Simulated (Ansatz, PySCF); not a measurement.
System: BiCl$_{2}$, net charge 0, doublet state. It need not be the lowest isomer of its formula. SMILES: [Cl][Bi][Cl]
Coordinates optimised at B3LYP-D3(BJ)/def2-TZVP (Ansatz, a program for electronic structure):
```
Bi
Cl 1 2.4566
Cl 1 2.4566 2 99.48
```
Charge 0, spin multiplicity 2.

Quantity: vertical ionisation energy (to the singlet state of charge +1; each state is the SCF solution reached for its spin), in eV. Correlated levels leave the core frozen unless marked. UHF or UKS for open shells. No spin-orbit coupling. The frozen core is the preceding noble-gas configuration, with the filled d and f shells of earlier blocks. In def2 rows, elements after Kr have scalar-relativistic effective core potentials. Basis-set limits of correlation are two-point, X^-3; Hartree-Fock from the larger set. [CCSD(T)-MP2]/basis is that difference in the basis named.

| level | program | vertical ionisation energy (eV) | minus last row |
|---|---|---|---|
| r2SCAN/def2-TZVPD | Ansatz | 8.33 | 0.00 |
| B3LYP/def2-TZVPD | Ansatz | 8.32 | -0.01 |
| PBE0/def2-TZVPD | Ansatz | 8.36 | 0.03 |
| M06-2X/def2-TZVPD | PySCF | 8.60 | 0.27 |
| wB97X-V/def2-TZVPD | Ansatz | 8.45 | 0.12 |
| RI-MP2/def2-TZVPPD | Ansatz | 8.25 | -0.08 |
| RI-MP2/CBS(def2-TZVPPD,def2-QZVPPD) | Ansatz | 8.33 | 0.00 |
| CCSD(T)/def2-SVPD | Ansatz | 8.18 | -0.15 |
| CCSD(T)/def2-TZVPPD | Ansatz | 8.25 | -0.08 |
| RI-MP2/CBS(def2-TZVPPD,def2-QZVPPD)+[CCSD(T)-MP2]/def2-TZVPPD | Ansatz | 8.33 | 0.00 |

For comparison, minus the highest occupied orbital energy (PySCF): 5.30 eV at TPSS/def2-TZVPD, 7.01 eV at MN15/def2-TZVPD, 5.75 eV at TPSSh/def2-TZVPD.
